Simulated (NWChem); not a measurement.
# Cl₂Te

```xyz
3

Te     0.0000     0.0000    -0.5985
Cl     1.8101     0.0000     0.9154
Cl    -1.8101     0.0000     0.9154
```
Charge 0, spin multiplicity 1.

The numbers come from NWChem runs, not from measurements. Structure: optimised with PBE0/def2-SVP with def2 effective core potentials on Te, a minimum by its harmonic frequencies.

Symmetry labels belong to the abelian group C2v used in the runs, with the axes of the coordinates shown.

Effective core potentials replace the inner electrons of Te; spin-orbit coupling is left out. The correlated methods keep 14 core orbitals frozen. The structure started from a generated list of species.

Q: List the 4 singlet excitations that EOM-CCSD/def2-SVPD with def2 effective core potentials on Te, 14 core orbitals frozen gives, with oscillator strengths.

A: 
```tsv
state	symmetry	energy (eV)	wavelength (nm)	f
1	a2	2.59	478	0.000
2	b2	2.64	470	0.001
3	b1	5.32	233	0.002
4	a1	5.48	226	0.017
```
These are the lowest roots of each symmetry, so higher states are missing between them.
